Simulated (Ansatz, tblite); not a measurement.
Cost and result up the ladder for InH2(CH2SiH3) (CH₇InSi) (10 atoms). Total charge 0; singlet. Geometry: B3LYP-D4/def2-SVP.

```xyz
10

In   -0.9843   -0.6556   -1.5398
H    -0.2210   -0.5029   -3.0964
H    -2.7150   -0.7391   -1.3765
C     0.2650   -0.7382    0.2612
Si    0.6033    0.9397    1.0329
H    -0.2473   -1.3807    0.9967
H     1.2214   -1.2142   -0.0124
H     1.2987    1.8347    0.0566
H    -0.6789    1.6057    1.4202
H     1.4582    0.8507    2.2575
```

Ansatz on 4 threads of Arm Neoverse V1 on a shared host; xTB runs through tblite on one thread. Times are rough, summed over both states, and most runs start from the orbitals of an earlier one. PBE0-D4/def2-TZVP serves as the yardstick here, not as an exact answer. The other state is a doublet.

In the def2 sets In takes a core potential; there is no spin–orbit coupling. The xTB rows come from tblite.

Raw xTB energies of ions are shifted by several eV.

| level | functions | wall time |
| --- | --- | --- |
| GFN2-xTB | 29 | 0.009 s |
| GFN1-xTB | 36 | 0.011 s |
| PBE-D4/def2-TZVP | 160 | 4.4 s |
| PBE0-D4/def2-TZVP (with forces) | 160 | 6.8 s |
| r2SCAN-D4/def2-TZVP | 160 | 8.9 s |

Estimate what each level gives for the vertical IE (eV).


```json
{"level": "GFN2-xTB", "vertical IE (eV)": "13.24", "difference from PBE0-D4/def2-TZVP (eV)": "3.82"}
{"level": "GFN1-xTB", "vertical IE (eV)": "13.53", "difference from PBE0-D4/def2-TZVP (eV)": "4.12"}
{"level": "PBE-D4/def2-TZVP", "vertical IE (eV)": "9.23", "difference from PBE0-D4/def2-TZVP (eV)": "-0.18"}
{"level": "PBE0-D4/def2-TZVP (with forces)", "vertical IE (eV)": "9.41", "difference from PBE0-D4/def2-TZVP (eV)": "0.00"}
{"level": "r2SCAN-D4/def2-TZVP", "vertical IE (eV)": "9.26", "difference from PBE0-D4/def2-TZVP (eV)": "-0.15"}
```
